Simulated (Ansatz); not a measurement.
The same redistribution along the group B, Al, Ga, In.

Isolated molecules relaxed with PBE0-D4/def2-TZVP in Ansatz; ΔE leaves out vibrations. CBS: MP2 limit from def2 TZ/QZ plus the TZ coupled-cluster correction, frozen cores. This one scheme is used for every species. DFT in def2-TZVPP. Elements past krypton have def2 core potentials. For Br, Ga, In outer-core shells are correlated without core-valence functions, which leaves a few kJ/mol of doubt a bond. Scalar relativity is left out up to krypton.

| reaction | B2PLYP (eV) | CCSD(T)/CBS(def2) (eV) |
| --- | --- | --- |
| `ClB(Cl)Cl` + `BrB(Br)Br` → `ClB(Cl)Br` + `ClB(Br)Br` | 0.01 | 0.01 |
| `[Cl][Al]([Cl])[Cl]` + `[Br][Al]([Br])[Br]` → `[Cl][Al]([Cl])[Br]` + `[Cl][Al]([Br])[Br]` | 0.00 | 0.00 |
| `[Cl][Ga]([Cl])[Cl]` + `[Br][Ga]([Br])[Br]` → `[Cl][Ga]([Cl])[Br]` + `[Cl][Ga]([Br])[Br]` | 0.00 | 0.00 |
| `[Cl][In]([Cl])[Cl]` + `[Br][In]([Br])[Br]` → `[Cl][In]([Cl])[Br]` + `[Cl][In]([Br])[Br]` | 0.00 | 0.00 |

Largest T1 diagnostic: 0.012, for `[Cl][In]([Cl])[Cl]`.
